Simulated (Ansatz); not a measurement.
Z-matrix (Å, degrees):
```
Si
N 1 1.715
Cl 1 2.059 2 112.2
H 1 1.477 2 107.9 3 118.1
H 1 1.478 2 110.3 3 -117.9
Si 2 1.715 1 127.4 3 -100.8
H 2 1.011 1 116.3 3 79.3
Cl 6 2.059 2 112.2 1 -100.5
H 6 1.477 2 107.9 1 17.6
H 6 1.479 2 110.3 1 141.6
```

The species carries charge 0 and has multiplicity 1.

Question: List the ωB97M-V/def2-TZVPP orbital energies in eV (Ansatz 0.2.0). (Estimate.)

Answer: Ansatz gave: Occupied: -2771.86, -2771.86, -1808.35, -1808.35, -394.81, -262.27, -262.27, -199.73, -199.73, -199.63, -199.62, -199.62, -199.62, -149.29, -149.29, -103.44, -103.44, -103.39, -103.39, -103.37, -103.37, -27.27, -25.84, -25.67, -18.48, -18.12, -15.63, -14.17, -13.92, -13.24, -13.19, -13.00, -11.81, -11.58, -11.29, -11.19, -10.75. Lowest empty: 1.55, 2.33, 2.34, 3.04, 3.09, 3.18, 3.45, 4.16.
